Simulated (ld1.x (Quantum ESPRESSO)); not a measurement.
**Br: TM pseudisation with BP86, scalar-relativistic reference atom.**

Br (Z = 35), norm-conserving Troullier–Martins (Kleinman–Bylander form), made with ld1.x (Quantum ESPRESSO) 7.5 (BP86, scalar-relativistic). Core [Ar] 3d10, reference 4s2 4p3 (charge +2). Waves: 4p (bound): rc 1.70 bohr; 4s (bound): rc 1.30 bohr. Local part: the s channel. Core correction: Bessel-smoothed model core, default radius (core density twice the valence density).

Results:

| Quantity | Value |
| --- | --- |
| Cutoffs needed | 50 Ry and 90 Ry (the cutoffs (Ry, on a coarse ladder) from which the occupation-weighted sum of valence levels, in a spherical-Bessel basis at the reference potential, stays within 10 and 1 mRy of its value at 400 Ry) |
| Ghost test | ghost state, extra bound levels that the all-electron valence spectrum of the same l lacks: p at -3367.3 eV; a true bound ghost makes a file unfit for plane-wave use (spherical-Bessel basis up to 400 Ry, 20 bohr box) |
| Largest excitation error | -48 meV (all-electron minus pseudo) for 4s2 4p1, out of 7 test configurations |

Generation and tests took about 6.2 s on one core of a shared server CPU.
